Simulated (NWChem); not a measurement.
C2H6BF; SMILES CB(F)C

Computed with NWChem. Geometry: optimised at PBE0/def2-SVP. Ions are spin-unrestricted doublets at the neutral geometry; other ion states weren't tried.

**Question.** Predict the results for PBE/def2-SVP. Quantities: vertical ionisation energy, ΔSCF (eV); −ε(HOMO) (eV).

**Answer.** 
| Property | Value |
|---|---|
| vertical ionisation energy, ΔSCF (eV) | 10.56 |
| −ε(HOMO) (eV) | 7.01 |
